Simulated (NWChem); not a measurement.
System: CH$_{7}$NO$_{2}$Si; SMILES CO[Si@H](N)O

Parts of the log:

```
             Northwest Computational Chemistry Package (NWChem) 7.3.0
             --------------------------------------------------------

 C1  symmetry detected

                             Geometry "geometry" -> ""
                             -------------------------

 Output coordinates in angstroms (scale by  1.889725989 to convert to a.u.)

  No.       Tag          Charge          X              Y              Z
 ---- ---------------- ---------- -------------- -------------- --------------
    1 C                    6.0000    -0.02425447    -2.21799887     0.07026602
    2 O                    8.0000     0.57522988    -0.96293045     0.16105892
    3 Si                  14.0000    -0.04812593     0.44705293    -0.36182280
    4 N                    7.0000     1.12106853     1.53994559     0.27077537
    5 O                    8.0000    -1.52711221     0.80203933     0.21703219
    6 H                    1.0000     0.04620975    -2.60381152    -0.95036042
    7 H                    1.0000    -1.07955120    -2.17695619     0.35177502
    8 H                    1.0000     0.50278681    -2.89467189     0.74490493
    9 H                    1.0000    -0.33779492     0.43615544    -1.79093113
   10 H                    1.0000     1.00729159     2.51268041     0.04155250
   11 H                    1.0000     2.08904807     1.27971354     0.18416777
   12 H                    1.0000    -1.64112139     1.00365216     1.14265800

 Effective nuclear repulsion energy (a.u.)     259.3317168329

                                Z-matrix (autoz)
                                --------

 Units are Angstrom for bonds and degrees for angles

      Type          Name      I     J     K     L     M      Value
      ----------- --------  ----- ----- ----- ----- ----- ----------
    1 Stretch                  1     2                       1.39385
    2 Stretch                  1     6                       1.09339
    3 Stretch                  1     7                       1.09297
    4 Stretch                  1     8                       1.09124
    5 Stretch                  2     3                       1.62789
    6 Stretch                  3     4                       1.72093
    7 Stretch                  3     5                       1.62742
    8 Stretch                  3     9                       1.45821
    9 Stretch                  4    10                       1.00583
   10 Stretch                  4    11                       1.00608
   11 Stretch                  5    12                       0.95416
   12 Bend                     1     2     3               126.46180
   13 Bend                     2     1     6               110.53701
   14 Bend                     2     1     7               111.38774
   15 Bend                     2     1     8               108.08098
   16 Bend                     2     3     4                99.89386
   17 Bend                     2     3     5               115.00385
   18 Bend                     2     3     9               112.60556
   19 Bend                     3     4    10               116.97089
   20 Bend                     3     4    11               117.24248
   21 Bend                     3     5    12               119.98207
   22 Bend                     4     3     5               110.37469
   23 Bend                     4     3     9               119.99734
   24 Bend                     5     3     9                99.76990
   25 Bend                     6     1     7               108.41506
   26 Bend                     6     1     8               109.09644
   27 Bend                     7     1     8               109.29185
   28 Bend                    10     4    11               109.83798
   29 Torsion                  1     2     3     4         172.69483
   30 Torsion                  1     2     3     5          54.57560
   31 Torsion                  1     2     3     9         -58.81608
   32 Torsion                  2     3     4    10         176.37450
   33 Torsion                  2     3     4    11          42.72136
   34 Torsion                  2     3     5    12          68.00116
   35 Torsion                  3     2     1     6          76.32867
   36 Torsion                  3     2     1     7         -44.26904
   37 Torsion                  3     2     1     8        -164.34269
   38 Torsion                  4     3     5    12         -44.05157
   39 Torsion                  5     3     4    10         -62.12721
   40 Torsion                  5     3     4    11         164.21965
   41 Torsion                  9     3     4    10          52.92324
   42 Torsion                  9     3     4    11         -80.72990
   43 Torsion                  9     3     5    12        -171.28944

  pbe96 is a nonlocal functional; adding pw91lda local functional.

                           NWChem Geometry Optimization
                           ----------------------------

 maximum gradient threshold         (gmax) =   0.000450
 rms gradient threshold             (grms) =   0.000300
 maximum cartesian step threshold   (xmax) =   0.001800
 rms cartesian step threshold       (xrms) =   0.001200
 fixed trust radius                (trust) =   0.300000
 source of zmatrix                         =   autoz

          -------------------
          Energy Minimization
          -------------------

 Using diagonal initial Hessian
 Scaling for Hessian diagonals: bonds = 1.00  angles = 0.25  torsions = 0.10

[...]

      ----------------------
      Optimization converged
      ----------------------

  Step       Energy      Delta E   Gmax     Grms     Xrms     Xmax
  ---- ---------------- -------- -------- -------- -------- --------
@   31    -536.40486221 -1.0D-07  0.00002  0.00000  0.00054  0.00151
                                     ok       ok       ok       ok

                                Z-matrix (autoz)
                                --------

 Units are Angstrom for bonds and degrees for angles

[...]
```

Level: PBE-D3(BJ)/def2-SVP. Not confirmed as a minimum by frequencies.

Question: Reconstruct the input file.

Answer: This is not unique; one that fits is the input that was run:
```
start job
memory heap 200 mb stack 900 mb global 1100 mb
geometry units angstroms
  C      2.137681    -0.686371     0.030470
  O      1.123095     0.257755    -0.118066
  Si    -0.464481    -0.049554    -0.305668
  N     -1.089311     1.550808    -0.205471
  O     -1.124363    -0.988710     0.848035
  H      2.375048    -1.148904    -0.931411
  H      1.849386    -1.474450     0.730756
  H      3.023986    -0.174400     0.408816
  H     -0.741970    -0.868346    -1.479958
  H     -2.078409     1.664159    -0.348782
  H     -0.588346     2.272351    -0.695997
  H     -1.212497    -0.658624     1.738936
end
basis spherical
  * library def2-svp
end
dft
  xc xpbe96 cpbe96
  disp vdw 4
  iterations 150
end
driver
  maxiter 120
end
task dft optimize
```
